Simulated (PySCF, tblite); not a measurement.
Species: C6H7F3NP.
Atom-mapped SMILES: `[CH2:1]=[CH:2][P:3]([CH2:4][CH2:5][C:6]#[N:7])[C:8]([F:9])([F:10])[F:11]` (hydrogens: H12, H13 on C1; H14 on C2; H15, H16 on C4; H17, H18 on C5)

Cartesian coordinates in Å at the GFN2-xTB level; atoms count from 1:
```
atom  x, y, z in Å
C1    -2.3785   -1.0400    0.9563
C2    -1.1476   -1.5199    1.0353
P3     0.3786   -0.5330    1.0791
C4    -0.0804    0.8800   -0.0416
C5     1.1418    1.7308   -0.4130
C6     0.7129    2.9306   -1.0885
N7     0.3433    3.8742   -1.6159
C8     1.2407   -1.5986   -0.2315
F9     2.4699   -1.1385   -0.5132
F10    0.5840   -1.6662   -1.4014
F11    1.3841   -2.8551    0.2062
H12   -3.2354   -1.6927    0.9875
H13   -2.5906    0.0114    0.8563
H14   -0.9750   -2.5818    1.1729
H15   -0.7851    1.4961    0.5252
H16   -0.5880    0.5075   -0.9366
H17    1.8195    1.1851   -1.0754
H18    1.6969    2.0162    0.4866
```

Computed with PBE0/pcSseg-1 in PySCF (dipole) on a GFN2-xTB geometry, gas phase.

Masses are those of the commonest isotopes; rigid-rotor values at the optimised geometry. The values belong to one conformer with, in the numbering `[CH2:1]=[CH:2][P:3]([CH2:4][CH2:5][C:6]#[N:7])[C:8]([F:9])([F:10])[F:11]`, C1–C2–P3–C4 -35°, C2–P3–C4–C5 -168°, P3–C4–C5–C6 -170°.

(1) What are A, B and C (MHz)?

(2) Classify the top.

(3) Is it planar, by Δ = Ic − Ia − Ib?

(4) Give the other two planar moments, Paa and Pbb, and the rms extents of the mass along the axes.

(5) Where do the levels up to J = 2 lie, in MHz?

(6) Which lines would a microwave search look for?

(7) Estimate the classical rotational partition function at 10 K, 100 K and 500 K.

Results:

(1) Ia = 392.24, Ib = 790.52, Ic = 1024.41 u·Å²; 505379 MHz·u·Å²/I gives A = 1288, B = 639.3, C = 493.3 MHz.

(2) An asymmetric top: κ = (2 × 639.3 − 1288 − 493.3)/(1288 − 493.3) = -0.63.

(3) Not planar: Δ = Ic − Ia − Ib = -158.35 u·Å². For a rigid frame Δ = −2 Σ m c², so Σ m c² = 79.18 u·Å² lies off the ab plane: 4.80 from hydrogen and 74.37 from heavier atoms. The atom farthest from that plane is 1.55 Å away.

(4) Paa = Σ m a² = (Ib + Ic − Ia)/2 = 711.35 and Pbb = Σ m b² = (Ia + Ic − Ib)/2 = 313.07 u·Å². With the mass M = 181.03 u, the rms extents √(P/M) along a, b and c are 1.98, 1.32, 0.66 Å.

(5) Above 0(0,0):
J = 1: 1(0,1) 1133, 1(1,1) 1782, 1(1,0) 1928
J = 2: 2(0,2) 3376, 2(1,2) 3901, 2(1,1) 4339, 2(2,1) 6286, 2(2,0) 6308

(6) The dipole components are |μa| = 2.65 D, |μb| = 1.71 D, |μc| = 0.95 D. Intensities carry the squares of the components, which stand as 1.00 : 0.42 : 0.13 (a : b : c). Some lines, for components of 0.1 D or more:

```
type  branch         J(Ka,Kc)   MHz  lower level (cm⁻¹)
   a       Q  4(2,2) ← 4(2,3)   302               0.474
   c       Q  3(1,3) ← 3(0,3)   378               0.223
   a       Q  2(1,1) ← 2(1,2)   438               0.130
   b       Q  1(1,0) ← 1(0,1)   795               0.038
   a       Q  4(1,3) ← 4(1,4)  1445               0.376
   b       R  3(1,2) ← 2(2,1)  1655               0.210
   b       R  1(1,1) ← 0(0,0)  1782               0.000
   b       Q  4(2,2) ← 4(1,3)  1787               0.424
   c       R  1(1,0) ← 0(0,0)  1928               0.000
   a       R  2(1,1) ← 1(1,0)  2411               0.064
   b       R  4(1,3) ← 3(2,2)  3028               0.323
   a       R  3(0,3) ← 2(0,2)  3313               0.113
   b       Q  4(3,1) ← 4(2,2)  3392               0.484
   a       R  3(1,2) ← 2(1,1)  3602               0.145
   b       Q  3(3,1) ← 3(2,2)  3623               0.323
   b       R  2(2,1) ← 1(1,0)  4359               0.064
   b       R  4(1,4) ← 3(0,3)  4578               0.223
   b       Q  4(4,0) ← 4(3,1)  5007               0.597
   b       R  3(2,2) ← 2(1,1)  5345               0.145
   b       R  3(2,1) ← 2(1,2)  5890               0.130
   c       R  4(1,3) ← 3(0,3)  6024               0.223
   c       R  4(3,1) ← 3(2,1)  8100               0.327
   c       R  4(4,1) ← 3(3,1)  9590               0.444
```

(7) Point group C1, symmetry number σ = 1; q = (√π/σ)·√((kT/h)³/(ABC)), k/h = 20836.6 MHz/K: 8360 at 10 K, 264000 at 100 K, 2960000 at 500 K.

Its GFN2-xTB frequencies are all real (lowest 35 cm⁻¹). Zero-point vibration and centrifugal distortion are left out. Quadrupole hyperfine structure (14N) is left out.

Cost: about 2.1 min of CPU time on one thread; the machine was shared, so the figure is rough. This is the PBE0/pcSseg-1 job that gave the dipole, with the shieldings it also computed.
